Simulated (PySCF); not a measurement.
C2H2O, SMILES O1C=C1. Atoms are numbered in the order given.

```xyz
5

C      0.0000    -0.6299    -0.4571
C      0.0000     0.6299    -0.4571
O      0.0000     0.0000     0.8827
H      0.0000    -1.6489    -0.7880
H      0.0000     1.6489    -0.7880
```

The structure is a stationary point at PBE0-D3(BJ)/def2-TZVP.

Computed with PySCF with B3LYP/def2-TZVPD.

Symmetry labels are those of the subgroup C2v that the program uses (full group C2v).

Computed valence orbital energies around the gap with their symmetry:
| orbital | symmetry | energy (eV) |
|---|---|---|
| HOMO−7 | A1 | -28.88 |
| HOMO−6 | A1 | -19.15 |
| HOMO−5 | B2 | -16.77 |
| HOMO−4 | A1 | -14.78 |
| HOMO−3 | B1 | -11.26 |
| HOMO−2 | A1 | -10.39 |
| HOMO−1 | B2 | -10.36 |
| HOMO | B1 | -5.70 |
| LUMO | A2 | -0.78 |
| LUMO+1 | A1 | 0.33 |
| LUMO+2 | B2 | 0.59 |
| LUMO+3 | A1 | 0.63 |
